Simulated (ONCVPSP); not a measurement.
An all-electron radial function and its pseudo partner (H)

Columns: radius, all-electron u(r) and pseudo u(r) of the 1s shell (level -6.33 eV) of hydrogen in the configuration 1s1; PBEsol, scalar-relativistic, ONCV scheme, ONCVPSP 4.0.1.

```csv
r (bohr),all-electron,pseudo
0.075,0.1308,0.1097
0.150,0.2426,0.2153
0.225,0.3374,0.3133
0.300,0.4173,0.4008
0.375,0.4839,0.4760
0.450,0.5388,0.5385
0.525,0.5834,0.5883
0.600,0.6192,0.6267
0.675,0.6470,0.6551
0.750,0.6680,0.6752
0.825,0.6831,0.6887
0.900,0.6929,0.6969
0.975,0.6984,0.7008
1.050,0.6999,0.7012
1.125,0.6981,0.6987
1.200,0.6934,0.6937
1.275,0.6863,0.6864
1.350,0.6772,0.6772
1.425,0.6663,0.6663
1.500,0.6539,0.6539
1.575,0.6403,0.6403
1.650,0.6258,0.6258
1.725,0.6104,0.6104
1.800,0.5945,0.5945
1.875,0.5781,0.5781
1.950,0.5613,0.5613
```

(1) How many radial nodes do the two functions have?

(2) At about which radius was the pseudo-wave matched?

(3) Is the pseudo-wave norm-conserving?

## Answers

(1) The all-electron 1s function has n − l − 1 = 0; the pseudo-wave has 0.

(2) 1.50 bohr. The columns agree to 0.0005 from 1.20 bohr on; several derivatives are matched, so the curves merge somewhat inside the radius.

(3) Yes: the ONCV scheme keeps the norm inside the radius equal to the all-electron one, which fixes the energy derivative of the logarithmic derivative at the level.
